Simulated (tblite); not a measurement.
C₄H₁₁In, charge +1, doublet, geometry from GFN2-xTB (such geometries of metal compounds can be far from the true shape) (a state made from the parent by changing its charge; the spin is typed, not shown lowest); GFN1-xTB (tblite).

Input for tblite:
```
$ tblite run mol.xyz --method gfn1 --charge 1 --spin 1 --efield 0,0,0.1 --json tblite.json --no-restart

# file mol.xyz
16

In    -0.02963520     0.44045721     0.17025710
C      1.48262445     1.07042731    -1.40001528
H      2.36994918     0.44925095    -1.29338933
H      1.71732785     2.11754537    -1.21687969
H      1.02984855     0.94226752    -2.38146832
C     -1.40249016     0.85027212     1.94236602
H     -2.37528208     0.41288080     1.72295956
H     -1.47202196     1.93121420     2.05648077
H     -0.95609687     0.39167536     2.82322251
C     -0.45654523    -2.03566216    -0.23130453
C      0.49728378    -2.47871821    -1.26157102
H     -1.49906849    -1.96659428    -0.52351182
H     -0.29245338    -2.38994113     0.78095687
H      1.53480767    -2.40562545    -0.93006302
H      0.35775097    -1.95900707    -2.21204150
H      0.31212595    -3.54398353    -1.46571545
```

Output, abridged:

```
xTB calculator
 | screened Coulomb repulsion
 | Coulomb electrostatics
 |  * isotropic Klopman-Ohno-Mataga-Nishimoto electrostatics
 |  * onsite third-order electrostatics
 | DFT-D3(BJ) dispersion correction
 | Interactions (1)
 | [1] electric field

halogen bonding energy    0.0000000000000E+00 Eh
repulsion energy          2.0934663442997E-01 Eh
dispersion energy        -4.8986808336610E-03 Eh
interaction energy        0.0000000000000E+00 Eh
number of electrons       2.9000000000000E+01 e
integral cutoff           4.0000000000000E+01 bohr

------------------------------------------------------------
  cycle        total energy    energy error   density error
------------------------------------------------------------
      1     -15.34481960651  -1.5549268E+01   3.4497551E-01
      2     -15.36973603555  -2.4916429E-02   1.9687223E-01
      3     -15.31169783587   5.8038200E-02   9.9493191E-02
      4     -15.38020713979  -6.8509304E-02   2.2212316E-02
      5     -15.38145968440  -1.2525446E-03   8.6827321E-03
      6     -15.38181443008  -3.5474567E-04   1.7477261E-03
      7     -15.38181581533  -1.3852558E-06   9.7281710E-04
      8     -15.38181376589   2.0494440E-06   7.5152932E-04
      9     -15.38181713618  -3.3702945E-06   1.3538987E-04
     10     -15.38181728093  -1.4474393E-07   4.2719660E-05
     11     -15.38181729434  -1.3418731E-08   8.3138617E-06
------------------------------------------------------------

electronic energy        -1.5586265247940E+01 Eh
total energy             -1.5381817294344E+01 Eh

Post processing:
 | Mayer-Wiberg bond orders

[Info] JSON dump of results written to 'tblite.json'
```
